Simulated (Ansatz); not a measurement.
`[BH2][SbH][CH3]` + `C=C[NH][GeH3]` → `B[N]([GeH3])C=C` + `[CH3][SbH2]`  (cleavage of the B–Sb bond)

Program: Ansatz. Geometries: PBE0-D4/def2-TZVP. ΔE: electronic, gas phase. CCSD(T)/CBS adds triple-zeta CCSD(T) − MP2 to the extrapolated MP2 energy (def2 sets, frozen cores). Functionals use def2-TZVPP. B3LYP here is the variant with VWN-RPA as its local correlation; programs differ in this. def2 core potentials past Kr. For Ge, Sb outer-core shells are correlated without core-valence functions, which leaves a few kJ/mol of doubt a bond. Scalar relativity is left out up to krypton. Each species was taken in one conformer, which may not be the lowest.

```json
{"level": "PBE-D4", "ΔE (kcal/mol)": "-32.6"}
{"level": "B3LYP-D4", "ΔE (kcal/mol)": "-34.3"}
{"level": "PBE", "ΔE (kcal/mol)": "-31.8"}
{"level": "HF/def2-TZVPP", "ΔE (kcal/mol)": "-31.6"}
{"level": "SCS-MP2/def2-TZVPP", "ΔE (kcal/mol)": "-34.3"}
{"level": "CCSD/def2-TZVPP", "ΔE (kcal/mol)": "-34.0"}
{"level": "CCSD(T)/def2-TZVPP", "ΔE (kcal/mol)": "-34.5"}
{"level": "CCSD/CBS(def2)", "ΔE (kcal/mol)": "-33.2"}
```

**Question.** What does CCSD(T)/CBS give? (Best estimate.)

**Answer.** Computed: -33.7 kcal/mol. The listed levels differ from it by 1.1, -0.6, 1.9, 2.1, -0.6, -0.3, -0.8, 0.5 kcal/mol.

Largest T1 diagnostic among the species: 0.015.

The D4 term adds −1.3 kcal/mol with B3LYP and −0.7 kcal/mol with PBE0; it sums over pairs of atoms, weighted by their polarisabilities, and B3LYP, whose exchange is more repulsive, gets the larger term. In def2-TZVPP, CCSD(T) changes the Hartree–Fock value by −2.8 kcal/mol (the triples alone add −0.5 kcal/mol) and MP2 by −2.7 kcal/mol.
